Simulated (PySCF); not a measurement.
Stepwise substitution at one centre (Sn F-OH). Isolated molecules, 0 K electronic values unless said otherwise. One relaxed conformer stands for each flexible species; it need not be the lowest. Strings in code marks are SMILES.

Method: PBE-D3(BJ)/def2-TZVP // B3LYP-D3(BJ)/def2-TZVP (PySCF 2.14.0). Excitations are Tamm–Dancoff values on a coarser integration grid. The basis has no diffuse functions, so Rydberg states are missing or too high.

| species | brightest of the four lowest singlets (TDA) (eV) | S1 oscillator strength |
|---|---|---|
| 1 of 4 F replaced by OH (`[OH][Sn]([F])([F])[F]`) | – | 0.012 |
| 2 of 4 F replaced by OH | 5.85 | 0.007 |
| 3 of 4 F replaced by OH | 5.91 | 0.011 |
| 4 of 4 F replaced by OH (`[Sn]([OH])([OH])([OH])[OH]`) | 5.18 | 0.015 |
